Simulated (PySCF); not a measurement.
**MH4+ across group 15**

Level: PBE0, basis family def2-TZVP, scalar-relativistic core potentials from Rb on and no relativity for lighter atoms.

Each entry is the lowest minimum that a search over a few typed start shapes (and spin states, where more than one is plausible) found, or that minimum re-optimised at the stated level; isomers with ligand–ligand bonds, or fragments after loss of a ligand pair, can lie lower. Open shells are unrestricted; no spin–orbit coupling; PySCF with density fitting.

```
molecule  2S+1  point group  mean bond to the central atom (Å)  gap (eV)  polar-tensor charge of the central atom  distinct angles (°)  lowest ω (cm⁻¹)
    NH₄⁺     1           Td                              1.024     16.94                                    -0.26                  109             1481
   AsH₄⁺     1           Td                              1.490     12.55                                     0.89                  109              868
   SbH₄⁺     1           Td                              1.665     10.91                                     1.19                  109              724
```

The bond lengthens at every step; the largest change, 0.466 Å, falls between NH₄⁺ and AsH₄⁺ among the members listed.

Left out of the table are members whose search was unfinished or whose lowest solution was spin-contaminated, unstable, very soft or bonded differently.
